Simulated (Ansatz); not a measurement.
Reaction (ligand exchange at the Si–C bond): `O[SiH]1C=C1[SiH3]` + `[NH2][Zn][OH]` → `[NH2][Zn][O][SiH3]` + `O[SiH]1C=C1`

Computed with Ansatz on PBE0-D4/def2-TZVP structures; ΔE is electronic, products minus reactants. CBS: MP2 limit from def2 TZ/QZ plus the TZ coupled-cluster correction, frozen cores. Functionals use def2-TZVPP. B3LYP here is the variant with VWN-RPA as its local correlation; programs differ in this. For Zn outer-core shells are correlated without core-valence functions, which leaves a few kJ/mol of doubt a bond. Scalar relativity is left out up to krypton. One conformer a species, not always the lowest.

```json
{"level": "PBE0-D4", "ΔE (kcal/mol)": "-19.7", "difference from CCSD(T)/CBS": "2.2"}
{"level": "B2PLYP", "ΔE (kcal/mol)": "-22.6", "difference from CCSD(T)/CBS": "-0.7"}
{"level": "PBE0", "ΔE (kcal/mol)": "-20.3", "difference from CCSD(T)/CBS": "1.6"}
{"level": "B3LYP", "ΔE (kcal/mol)": "-22.2", "difference from CCSD(T)/CBS": "-0.3"}
{"level": "HF/def2-TZVPP", "ΔE (kcal/mol)": "-28.4", "difference from CCSD(T)/CBS": "-6.5"}
{"level": "MP2/def2-TZVPP", "ΔE (kcal/mol)": "-22.1", "difference from CCSD(T)/CBS": "-0.2"}
{"level": "CCSD(T)/def2-TZVPP", "ΔE (kcal/mol)": "-22.4", "difference from CCSD(T)/CBS": "-0.5"}
{"level": "HF/def2-QZVPP", "ΔE (kcal/mol)": "-28.7", "difference from CCSD(T)/CBS": "-6.8"}
{"level": "SCS-MP2/def2-QZVPP", "ΔE (kcal/mol)": "-23.2", "difference from CCSD(T)/CBS": "-1.3"}
{"level": "HF/CBS(def2)", "ΔE (kcal/mol)": "-28.7", "difference from CCSD(T)/CBS": "-6.8"}
{"level": "CCSD(T)/CBS", "ΔE (kcal/mol)": "-21.9", "difference from CCSD(T)/CBS": "0"}
```

Largest T1 diagnostic among the species: 0.017.

The D4 term adds +0.9 kcal/mol with B3LYP and +0.5 kcal/mol with PBE0; it sums over pairs of atoms, weighted by their polarisabilities, and B3LYP, whose exchange is more repulsive, gets the larger term. From PBE to PBE0 (25 % exact exchange), in def2-TZVPP and without D4, ΔE moves by −2.3 kcal/mol.
